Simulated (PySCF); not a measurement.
## Choosing a basis for TDDFT

Compound: C3H8FNSi.
SMILES with atom numbers: `[CH2:1]=[N:2][Si@H:3]([F:4])[CH2:5][CH3:6]` (hydrogens: H7, H8 on C1; H9 on Si3; H10, H11 on C5; H12, H13, H14 on C6)

TDDFT with PBE0 (PySCF), vertical singlets, core orbitals frozen in the response, spherical d and f functions. The structure is a single PBE0-D3(BJ)/def2-SVP conformer in the gas phase; no vibrational or solvent corrections.

| basis | functions | diffuse | S1 (eV) | S2 (eV) | S3 (eV) | S4 (eV) | S5 (eV) | LUMO (eV) | α (au) |
| --- | --- | --- | --- | --- | --- | --- | --- | --- | --- |
| 6-31G* | 104 | no | 4.14 | 6.48 | 7.32 | 7.96 | 7.98 | -0.80 | 57.3 |
| def2-SVP | 128 | no | 4.05 | 6.41 | 7.30 | 7.86 | 7.87 | -0.99 | 59.4 |
| 6-31+G* | 128 | yes | 4.07 | 6.31 | 6.44 | 6.79 | 7.03 | -1.20 | 65.1 |
| def2-SVPD | 191 | yes | 4.03 | 6.28 | 6.71 | 7.09 | 7.41 | -1.22 | 69.5 |
| aug-cc-pVDZ | 214 | yes | 4.02 | 6.22 | 6.25 | 6.56 | 6.75 | -1.22 | 71.2 |
| def2-TZVP | 240 | no | 4.02 | 6.26 | 6.88 | 7.35 | 7.74 | -1.17 | 67.0 |

Compare the sets with the largest diffuse one.

States are compared by their number. Against the largest diffuse basis here (aug-cc-pVDZ, itself not a converged limit), sets without diffuse functions differ by up to 0.12 eV in S1 and 1.23 eV in S5; the smaller diffuse sets differ by up to 0.05 and 0.66 eV. State by state, the largest deviation of a set without diffuse functions is S1 0.12, S2 0.26, S3 1.07, S4 1.40, S5 1.23 eV. The same number needn't mean the same state in each row. Against aug-cc-pVDZ the polarisability deviates by -19% in 6-31G*, -17% in def2-SVP, -9% in 6-31+G*, -2% in def2-SVPD, -6% in def2-TZVP. A single + in a Pople set puts diffuse functions on heavy atoms only.
